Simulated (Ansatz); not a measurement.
Ansatz (a quantum-chemistry and plane-wave program) input:
A basis named .json is the Basis Set Exchange file of that set.

Ansatz 0.2 input:
```yaml
crystal:
  periodic: [false, false, false]
  atoms:
    - {symbol: F, position_ang: [2.46106244, 0.30287375, -1.78815723]}
    - {symbol: C, position_ang: [1.26995126, 0.17236737, -1.28970058]}
    - {symbol: C, position_ang: [0.84912882, -0.45053642, -0.20713722]}
    - {symbol: F, position_ang: [1.70872892, -1.15454323, 0.57507032]}
    - {symbol: C, position_ang: [-0.53185697, -0.43240463, 0.22949000]}
    - {symbol: F, position_ang: [-1.14081832, -1.63128040, 0.35130638]}
    - {symbol: C, position_ang: [-1.23639653, 0.65820576, 0.51966387]}
    - {symbol: F, position_ang: [-2.50277116, 0.63521029, 0.86308062]}
    - {symbol: F, position_ang: [-0.76008625, 1.88265150, 0.49715584]}
basis:
  gaussian:
    orbitals: def2-QZVPP.json
hamiltonian:
  xc: {name: PBE0}
magnetization: {spin_polarized: true, initial_magnetization: 1}
```

What final total energy does it print?

-651.12894 Eh (PBE0/def2-QZVPP). The basis has 513 functions.

It need not be the lowest isomer of its formula.
